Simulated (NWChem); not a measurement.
Molecule: Si2H3F3; SMILES F[Si](F)(F)[SiH3]

```xyz
8

F      0.4879     1.4095     1.0160
Si     0.0000     0.0000     0.4162
F      0.9767    -1.1273     1.0160
F     -1.4646    -0.2822     1.0160
Si     0.0000     0.0000    -1.9082
H      1.3880     0.2631    -2.3864
H     -0.9218     1.0705    -2.3864
H     -0.4662    -1.3335    -2.3864
```
Atoms are numbered in this order, from 1.

Computed with NWChem. Pople sets run with spherical d functions. Coordinates come from a PBE0/def2-SVP optimisation. Atomic charges in e: unrestrained fits to the electrostatic potential beside Mulliken populations; buried atoms are poorly determined by the fit.

Problem. What does the run give for Hartree-Fock/6-31G*? Quantities: ESP F1; Mulliken F1; ESP Si2; Mulliken Si2; ESP F3; Mulliken F3; ESP F4; Mulliken F4; ESP Si5; Mulliken Si5; relative RMS misfit of the potential (%).

Solution. The ESP F1 comes out as -0.36 and the Mulliken F1 is -0.52. The ESP Si2 is 1.08, the Mulliken Si2 is 1.61 and the ESP F3 comes out as -0.36. The Mulliken F3 is -0.52. The ESP F4 is -0.36 and the Mulliken F4 is -0.52. The ESP Si5 is 0.16, the Mulliken Si5 comes out as 0.29 and the relative RMS misfit of the potential (%) is 24.
